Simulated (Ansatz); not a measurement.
Ideal-gas functions of CHBrClN (`N=C(Cl)Br`) at 600 K and 1 bar, from an Ansatz frequency run at PBE0-D4/def2-TZVP.

Molar mass 142.38 g/mol, point group Cs (symmetry number 1), electronic degeneracy 1, moments of inertia 70.415, 240.546, 310.961 u Å². Harmonic wavenumbers (cm⁻¹, unscaled): 245, 372, 523, 547, 786, 841, 1140, 1744, 3548.

Use S(trans) = R[1.5 ln M + 2.5 ln T − 1.1517]; rotational temperatures θ = 24.2544 K / I; S(rot) = R[ln(√π/σ · √(T³/θAθBθC)) + 1.5]; for each mode x = 1.438777 ν̃/T, S = R[x/(eˣ − 1) − ln(1 − e⁻ˣ)] and H = RT x/(eˣ − 1); 1 cm⁻¹ = 0.0119627 kJ/mol; R = 8.31446 J/(mol·K).

Q: By hand: the entropy, in J/(mol·K).

A: Translation 185.2. Rotation: θ = 0.3444, 0.1008, 0.078 K, giving 121.6. Vibration, mode by mode: 12.86, 9.53, 6.96, 6.63, 4.18, 3.76, 2.14, 0.67, 0.02, in all 46.7. Electronic 0.0. Sum 353.5 J/(mol·K).

Q: By hand: H − E and G − E in kJ/mol, counted from the electronic energy.

A: Zero-point energy ½ × 9746 × 0.0119627 = 58.3; thermal vibration 16.2; translation, rotation and pV give 4 RT = 20.0. H − E = 94.5 kJ/mol, and G − E = 94.5 − 600 × 353.5/1000 = -117.6 kJ/mol.

Vibration gives 13 % of the entropy. The sum counts one conformer and one mirror image; others add a mixing term.
